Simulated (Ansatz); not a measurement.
Reaction (formal exchange of groups at a B–Si bond): `CO[SiH2]BO` + `OCS` → `OBCO` + `CO[SiH2]S`

Calculated with Ansatz (gas phase, PBE0-D4/def2-TZVP geometries, no zero-point term in ΔE). CCSD(T)/CBS is the MP2 limit (def2-TZVPP, def2-QZVPP) plus CCSD(T) − MP2 in def2-TZVPP, frozen cores. This one scheme is used for every species. Functionals use def2-TZVPP. B3LYP here is the variant with VWN-RPA as its local correlation; programs differ in this. Each species was taken in one conformer, which may not be the lowest.

`CO[SiH2]BO`:

Cartesian coordinates in Å:
```
C -0.542 0.380 1.905
O -0.481 0.082 0.530
Si 0.936 -0.007 -0.336
B 0.194 -0.463 -2.166
O -1.148 -0.573 -2.229
H -1.589 0.380 2.215
H -0.117 1.368 2.116
H -0.002 -0.367 2.498
H 1.669 1.293 -0.247
H 1.837 -1.037 0.265
H 0.802 -0.643 -3.183
H -1.559 -0.413 -1.368
```

`OCS`:

Cartesian coordinates in Å:
```
O 0.584 -0.207 -1.077
C -0.173 -0.308 0.102
S -1.015 1.238 0.445
H 1.051 -1.039 -1.206
H -0.981 -1.045 0.012
H 0.449 -0.579 0.961
H 0.085 1.939 0.764
```

`OBCO`:

Z-matrix (Å, degrees):
```
C
B 1 1.561
O 1 1.413 2 115.9
H 1 1.102 2 108.3 3 123.7
H 1 1.102 2 108.3 3 -123.7
O 2 1.357 1 116.8 3 0.0
H 2 1.202 1 122.4 3 -180.0
H 3 0.961 1 107.7 2 -0.0
H 6 0.959 2 114.6 1 180.0
```

`CO[SiH2]S`:

Z-matrix (Å, degrees):
```
C
O 1 1.410
H 1 1.091 2 108.1
H 1 1.096 2 111.7 3 119.3
H 1 1.095 2 111.3 3 -119.1
Si 2 1.639 1 122.6 3 -170.3
S 6 2.120 2 109.8 1 171.1
H 6 1.488 2 108.6 1 49.0
H 6 1.485 2 111.9 1 -72.6
H 7 1.344 6 94.3 2 -69.2
```

(1) Is it downhill or uphill in electronic energy at CCSD(T)/CBS, and by how much? (Estimate.)

(2) What do these levels give: PBE-D4, PBE0-D4, B3LYP-D4, ωB97X-V, PBE, HF/def2-TZVPP, SCS-MP2/def2-TZVPP, CCSD/def2-TZVPP, CCSD(T)/def2-TZVPP, HF/def2-QZVPP, MP2/def2-QZVPP, SCS-MP2/def2-QZVPP? (Best estimate.)

Largest T1 diagnostic among the species: 0.013.

Answers

(1) The calculation gave: Downhill: ΔE = -135.6 kJ/mol.

(2) Ansatz gave: PBE-D4 -125.7, PBE0-D4 -132.9, B3LYP-D4 -132.7, ωB97X-V -132.4, PBE -125.8, HF/def2-TZVPP -144.9, SCS-MP2/def2-TZVPP -136.4, CCSD/def2-TZVPP -135.6, CCSD(T)/def2-TZVPP -133.4, HF/def2-QZVPP -145.2, MP2/def2-QZVPP -142.3, SCS-MP2/def2-QZVPP -138.1 kJ/mol.

From PBE to PBE0 (25 % exact exchange), in def2-TZVPP and without D4, ΔE moves by −7.3 kJ/mol. In def2-TZVPP, CCSD(T) changes the Hartree–Fock value by +11.5 kJ/mol (the triples alone add +2.2 kJ/mol) and MP2 by +4.1 kJ/mol.
